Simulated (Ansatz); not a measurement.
Cost and result up the ladder for Ag2Cl (3 atoms). Total charge 0; doublet. Geometry: PBE-D4/def2-TZVP.

```xyz
3

Ag   -1.181    0.850   -0.474
Ag    0.180   -0.548    1.418
Cl    1.000   -0.302   -0.943
```

Ansatz on 4 threads of Arm Neoverse V1 on a shared host. Times are rough, and most runs start from the orbitals of an earlier one. ωB97M-V/def2-TZVP serves as the yardstick here, not as an exact answer. Differences are given only for rows in sets of like size (and for xTB, whose basis is part of the method), since another set adds its own error. Binding counts from free atoms at the same level (Ag doublet, Cl doublet; other spins of the atoms weren't run), without zero-point energy or a counterpoise term.

In the def2 sets Ag takes a core potential; there is no spin–orbit coupling. Correlated methods freeze 5 core orbitals; core or outer-core shells of Ag are correlated, in sets that lack core-valence functions. The structure comes from a short search, and lower isomers may exist.

Run but left out: HF/STO-3G (⟨S²⟩ 1.99, where a pure state has 0.75).

Correlated methods converge slowly with the basis.

```json
{"level": "LDA (SPW92)/def2-TZVP", "functions": "117", "wall time": "0.85 s", "binding energy per atom (eV)": "1.71", "difference from ωB97M-V/def2-TZVP (eV)": "0.30"}
{"level": "PBE-D4/def2-SVP", "functions": "80", "wall time": "1.1 s", "binding energy per atom (eV)": "1.44", "difference from ωB97M-V/def2-TZVP (eV)": "–"}
{"level": "PBE-D4/def2-TZVP", "functions": "117", "wall time": "1.5 s", "binding energy per atom (eV)": "1.41", "difference from ωB97M-V/def2-TZVP (eV)": "0.00"}
{"level": "PBE0-D4/def2-SVP", "functions": "80", "wall time": "1.8 s", "binding energy per atom (eV)": "1.36", "difference from ωB97M-V/def2-TZVP (eV)": "–"}
{"level": "PBE-D4/def2-TZVPD", "functions": "126", "wall time": "1.9 s", "binding energy per atom (eV)": "1.41", "difference from ωB97M-V/def2-TZVP (eV)": "0.00"}
{"level": "PBE0-D4/def2-TZVPD", "functions": "126", "wall time": "2.5 s", "binding energy per atom (eV)": "1.34", "difference from ωB97M-V/def2-TZVP (eV)": "-0.07"}
{"level": "RPA@PBE/def2-TZVP", "functions": "117", "wall time": "3.2 s", "binding energy per atom (eV)": "1.14", "difference from ωB97M-V/def2-TZVP (eV)": "-0.26"}
{"level": "PBE0-D4/def2-TZVP (with forces)", "functions": "117", "wall time": "3.4 s", "binding energy per atom (eV)": "1.34", "difference from ωB97M-V/def2-TZVP (eV)": "-0.07"}
{"level": "r2SCAN-D4/def2-TZVP", "functions": "117", "wall time": "4.8 s", "binding energy per atom (eV)": "1.43", "difference from ωB97M-V/def2-TZVP (eV)": "0.02"}
{"level": "r2SCAN0-D4/def2-TZVP", "functions": "117", "wall time": "5 s", "binding energy per atom (eV)": "1.35", "difference from ωB97M-V/def2-TZVP (eV)": "-0.06"}
{"level": "r2SCAN-D4/def2-TZVPD", "functions": "126", "wall time": "5.5 s", "binding energy per atom (eV)": "1.43", "difference from ωB97M-V/def2-TZVP (eV)": "0.02"}
{"level": "ωB97X-V/def2-TZVP", "functions": "117", "wall time": "6.5 s", "binding energy per atom (eV)": "1.36", "difference from ωB97M-V/def2-TZVP (eV)": "-0.05"}
{"level": "ωB97M-V/def2-TZVP", "functions": "117", "wall time": "8.5 s", "binding energy per atom (eV)": "1.41", "difference from ωB97M-V/def2-TZVP (eV)": "0.00"}
{"level": "CCSD(T)/def2-TZVP", "functions": "117", "wall time": "34 s", "binding energy per atom (eV)": "1.30", "difference from ωB97M-V/def2-TZVP (eV)": "-0.11"}
```
